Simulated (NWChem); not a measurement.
System: SiBr$_{4}$; SMILES Br[Si](Br)(Br)Br

NWChem printed, in part:

```
             Northwest Computational Chemistry Package (NWChem) 7.3.0
             --------------------------------------------------------

 C1  symmetry detected

                             Geometry "geometry" -> ""
                             -------------------------

 Output coordinates in angstroms (scale by  1.889725989 to convert to a.u.)

  No.       Tag          Charge          X              Y              Z
 ---- ---------------- ---------- -------------- -------------- --------------
    1 Br                  35.0000     0.18159695     0.28988614    -2.17679843
    2 Si                  14.0000     0.00001022    -0.00000003    -0.00000274
    3 Br                  35.0000    -1.85257194     0.95432331     0.71605542
    4 Br                  35.0000     1.73351218     0.91171878     1.00954731
    5 Br                  35.0000    -0.06254129    -2.15592821     0.45119680

 Effective nuclear repulsion energy (a.u.)    1551.6017387356

                                Z-matrix (autoz)
                                --------

 Units are Angstrom for bonds and degrees for angles

      Type          Name      I     J     K     L     M      Value
      ----------- --------  ----- ----- ----- ----- ----- ----------
    1 Stretch                  1     2                       2.20351
    2 Stretch                  2     3                       2.20353
    3 Stretch                  2     4                       2.20351
    4 Stretch                  2     5                       2.20352
    5 Bend                     1     2     3               109.47091
    6 Bend                     1     2     4               109.47154
    7 Bend                     1     2     5               109.47131
    8 Bend                     3     2     4               109.47105
    9 Bend                     3     2     5               109.47093
   10 Bend                     4     2     5               109.47159

  xc_inp: hfexch multiplicative factor not found.

                           NWChem Geometry Optimization
                           ----------------------------

 maximum gradient threshold         (gmax) =   0.000450
 rms gradient threshold             (grms) =   0.000300
 maximum cartesian step threshold   (xmax) =   0.001800
 rms cartesian step threshold       (xrms) =   0.001200
 fixed trust radius                (trust) =   0.300000
 source of zmatrix                         =   autoz

          -------------------
          Energy Minimization
          -------------------

 Using diagonal initial Hessian
 Scaling for Hessian diagonals: bonds = 1.00  angles = 0.25  torsions = 0.10

          --------
          Step   0

                                 NWChem DFT Module
                                 -----------------

 Summary of "ao basis" -> "ao basis" (spherical)
 ------------------------------------------------------------------------------
       Tag                 Description            Shells   Functions and Types
 ---------------- ------------------------------  ------  ---------------------
 Br                          6-31g*                 12       32   5s4p3d
 Si                          6-31g*                  8       18   4s3p1d

            General Information
            -------------------
          SCF calculation type: DFT
          Wavefunction type:  closed shell.
          No. of atoms     :     5
          No. of electrons :   154
           Alpha electrons :    77
            Beta electrons :    77
          Charge           :     0
          Spin multiplicity:     1
          Use of symmetry is: off; symmetry adaption is: off
          Maximum number of iterations: 150
          AO basis - number of functions:   146
                     number of shells:    56
          Convergence on energy requested:  1.00D-06
          Convergence on density requested:  1.00D-05
          Convergence on gradient requested:  5.00D-04

              XC Information
              --------------
                     Hartree-Fock (Exact) Exchange  1.000

      Superposition of Atomic Density Guess
      -------------------------------------

 Sum of atomic energies:      -10577.16642165

      Non-variational initial energy
      ------------------------------

 Total energy =  -10578.381010
 1-e energy   =  -17825.656482
 2-e energy   =    5695.673734
 HOMO         =      -0.379013
 LUMO         =      -0.017121

[...]

      ----------------------
      Optimization converged
      ----------------------

  Step       Energy      Delta E   Gmax     Grms     Xrms     Xmax
  ---- ---------------- -------- -------- -------- -------- --------
@    1  -10577.51200455 -1.8D-07  0.00009  0.00006  0.00018  0.00036
                                     ok       ok       ok       ok

                                Z-matrix (autoz)
                                --------

 Units are Angstrom for bonds and degrees for angles

      Type          Name      I     J     K     L     M      Value     Gradient
      ----------- --------  ----- ----- ----- ----- ----- ---------- ----------
    1 Stretch                  1     2                       2.20370   -0.00009
    2 Stretch                  2     3                       2.20371   -0.00009
    3 Stretch                  2     4                       2.20370   -0.00009
    4 Stretch                  2     5                       2.20371   -0.00009
    5 Bend                     1     2     3               109.47115   -0.00000
    6 Bend                     1     2     4               109.47148    0.00000
    7 Bend                     1     2     5               109.47125    0.00000
    8 Bend                     3     2     4               109.47115   -0.00000
    9 Bend                     3     2     5               109.47097   -0.00000
   10 Bend                     4     2     5               109.47132    0.00000

                         Geometry "geometry" -> "geometry"
                         ---------------------------------

 Output coordinates in angstroms (scale by  1.889725989 to convert to a.u.)

  No.       Tag          Charge          X              Y              Z
 ---- ---------------- ---------- -------------- -------------- --------------
    1 Br                  35.0000     0.18161392     0.28990944    -2.17698662
    2 Si                  14.0000     0.00000650     0.00000142    -0.00000286
    3 Br                  35.0000    -1.85272961     0.95440242     0.71611798
    4 Br                  35.0000     1.73366051     0.91179334     1.00963423
    5 Br                  35.0000    -0.06254518    -2.15610664     0.45123562

 Effective nuclear repulsion energy (a.u.)    1551.4701571210

                Final and change from initial internal coordinates
                --------------------------------------------------

                                Z-matrix (autoz)
                                --------

 Units are Angstrom for bonds and degrees for angles

[...]

 Rotational Constants
 --------------------
 A=   0.016289 cm-1  (  0.023435 K)
 B=   0.016289 cm-1  (  0.023435 K)
 C=   0.016289 cm-1  (  0.023435 K)

 Temperature                      =   298.15K
 frequency scaling parameter      =   1.0000

 Zero-Point correction to Energy  =    3.517 kcal/mol  (  0.005605 au)
 Thermal correction to Energy     =    8.135 kcal/mol  (  0.012964 au)
 Thermal correction to Enthalpy   =    8.727 kcal/mol  (  0.013908 au)

 Total Entropy                    =   94.406 cal/mol-K
   - Translational                =   43.413 cal/mol-K (mol. weight = 347.6429)
   - Rotational                   =   32.276 cal/mol-K (symmetry #  =        1)
   - Vibrational                  =   18.718 cal/mol-K

 Cv (constant volume heat capacity) =   20.913 cal/mol-K
   - Translational                  =    2.979 cal/mol-K
   - Rotational                     =    2.979 cal/mol-K
   - Vibrational                    =   14.955 cal/mol-K

[normal modes left out]

 ----------------------------------------------------------------------------
 Normal Eigenvalue ||           Projected Infra Red Intensities
  Mode   [cm**-1]  || [atomic units] [(debye/angs)**2] [(KM/mol)] [arbitrary]
 ------ ---------- || -------------- ----------------- ---------- -----------
    1       -0.000 ||    0.000000           0.000         0.000       0.000
    2       -0.000 ||    0.000000           0.000         0.000       0.000
    3       -0.000 ||    0.000000           0.000         0.000       0.000
    4        0.000 ||    0.000000           0.000         0.000       0.000
    5        0.000 ||    0.000000           0.000         0.000       0.000
    6        0.000 ||    0.000000           0.000         0.000       0.000
    7       94.343 ||    0.000000           0.000         0.000       0.000
    8       94.343 ||    0.000000           0.000         0.000       0.000
    9      146.948 ||    0.002677           0.062         2.610       0.714
   10      146.949 ||    0.002677           0.062         2.610       0.714
   11      146.949 ||    0.002677           0.062         2.610       0.714
   12      261.691 ||    0.000000           0.000         0.000       0.000
   13      523.481 ||    0.184905           4.266       180.254      49.286
   14      523.488 ||    0.184905           4.266       180.255      49.286
   15      523.495 ||    0.184905           4.266       180.255      49.287
 ----------------------------------------------------------------------------
```

Level: Hartree-Fock/6-31G* (spherical d). This build's default masses of Se (78.918 u) and Br (79.917 u) are each other's, which moves their modes by up to 0.6 %. The printed entropy takes a lower symmetry number than the molecule has.

Q: Which NWChem input produces such a log?

A: Several could match; the one computed here: the input that was run:
```
start job
memory heap 200 mb stack 900 mb global 1100 mb
geometry units angstroms
  Br    -1.812068    -1.251787     0.070247
  Si    -0.000015     0.000003     0.000012
  Br     1.782866    -1.292432    -0.080487
  Br     0.089869     1.263990     1.802707
  Br    -0.060693     1.280218    -1.792441
end
basis spherical
  * library 6-31g*
end
dft
  xc hfexch
  iterations 150
end
driver
  maxiter 120
end
task dft optimize
task dft freq
```
